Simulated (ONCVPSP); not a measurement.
## u(r) = r·R(r): atom against pseudo-atom (hydrogen (H))

Columns: radius, all-electron u(r) and pseudo u(r) of the 1s shell (level -6.33 eV) of hydrogen in the configuration 1s1; PBEsol, non-relativistic, ONCV scheme, ONCVPSP 4.0.1.

```tsv
r (bohr)	all-electron	pseudo
0.062	0.1095	0.0815
0.125	0.2073	0.1636
0.188	0.2926	0.2440
0.250	0.3656	0.3197
0.312	0.4288	0.3899
0.375	0.4838	0.4545
0.438	0.5307	0.5116
0.500	0.5696	0.5609
0.562	0.6021	0.6038
0.625	0.6292	0.6408
0.688	0.6511	0.6705
0.750	0.6680	0.6916
0.812	0.6808	0.7044
0.875	0.6902	0.7097
0.938	0.6962	0.7095
1.000	0.6993	0.7065
1.062	0.6998	0.7027
1.125	0.6981	0.6987
1.188	0.6943	0.6944
1.250	0.6889	0.6889
1.312	0.6821	0.6821
1.375	0.6737	0.6737
1.438	0.6642	0.6642
1.500	0.6539	0.6539
1.562	0.6428	0.6428
1.625	0.6307	0.6307
```

How many radial nodes do the two functions have?

The all-electron 1s function has n − l − 1 = 0; the pseudo-wave has 0.

At about which radius was the pseudo-wave matched?

1.25 bohr, where the columns begin to agree (steps of 0.06 bohr).

Where does each function peak?

Outermost all-electron maximum near 1.06 bohr, pseudo maximum near 0.88 bohr (to the table’s step).

Is the pseudo-wave norm-conserving?

Yes: the ONCV scheme keeps the norm inside the radius equal to the all-electron one, which fixes the energy derivative of the logarithmic derivative at the level.
